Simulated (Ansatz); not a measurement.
Start from `C[SiH2]C=N` and change one atom or group to get `N=C[SiH2]N`.

Ansatz, PBE0-D4/def2-TZVP geometries, multiplicity 1. Each molecule was computed in one conformer, which needn't be the lowest.

```json
{"property": "HOMO–LUMO gap (ωB97M-V/def2-TZVPP) / eV", "`C[SiH2]C=N`": "10.71"}
{"property": "ideal-gas entropy at 298 K and 1 bar (rigid rotor, harmonic PBE0-D4/def2-TZVP) / J/(mol·K)", "`C[SiH2]C=N`": "324"}
{"property": "LUMO energy (PBE/def2-TZVPP) / eV", "`C[SiH2]C=N`": "-1.98"}
{"property": "LUMO energy (B3LYP/def2-TZVPP) / eV", "`C[SiH2]C=N`": "-1.14"}
{"property": "zero-point energy (PBE0-D4/def2-TZVP) / kJ/mol", "`C[SiH2]C=N`": "222.7"}
{"property": "HOMO–LUMO gap (B3LYP/def2-TZVPP) / eV", "`C[SiH2]C=N`": "5.79"}
```

**Question.** Give the same properties after the change, and the shifts. (Best estimate.)

**Answer.** The calculation gave: 
```
                                                                                  property  `N=C[SiH2]N`  shift
                                                   HOMO–LUMO gap (ωB97M-V/def2-TZVPP) / eV         10.92   0.21
ideal-gas entropy at 298 K and 1 bar (rigid rotor, harmonic PBE0-D4/def2-TZVP) / J/(mol·K)           327      3
                                                         LUMO energy (PBE/def2-TZVPP) / eV         -1.84   0.14
                                                       LUMO energy (B3LYP/def2-TZVPP) / eV         -0.99   0.15
                                            zero-point energy (PBE0-D4/def2-TZVP) / kJ/mol         194.2  -28.5
                                                     HOMO–LUMO gap (B3LYP/def2-TZVPP) / eV          5.90   0.11
```

The zero-point energy changes by -28.5 kJ/mol with -3 modes.

B3LYP here is the variant with VWN-RPA as its local correlation; programs differ in this.
